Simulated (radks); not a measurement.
Values are calculated unless marked as measured or tabulated.
Task: Species: Gd60+. Configuration: [He] 2s2. Level of theory: scalar-relativistic Kohn-Sham, exchange-only LDA, spin-unpolarised, spherical densities, finite nucleus; Fermi nuclear charge, rms radius 5.1569 fm (a radial shooting solver on a logarithmic mesh with Libxc functionals). Some entries of the table are withheld. Estimate them.

orbital  occ.  eigenvalue (hartree)  r(max) (bohr)  <r> (bohr)
1s          2                   (1)        0.01391     0.02183
2s          2                   (2)        0.07664         (3)
2p          0             -482.1447        0.06124     0.07741
3s          0             -218.7189         0.1977      0.2058

Result: 
(1) 1s eigenvalue (hartree): -2083.672
(2) 2s eigenvalue (hartree): -509.0812
(3) 2s <r> (bohr): 0.08889
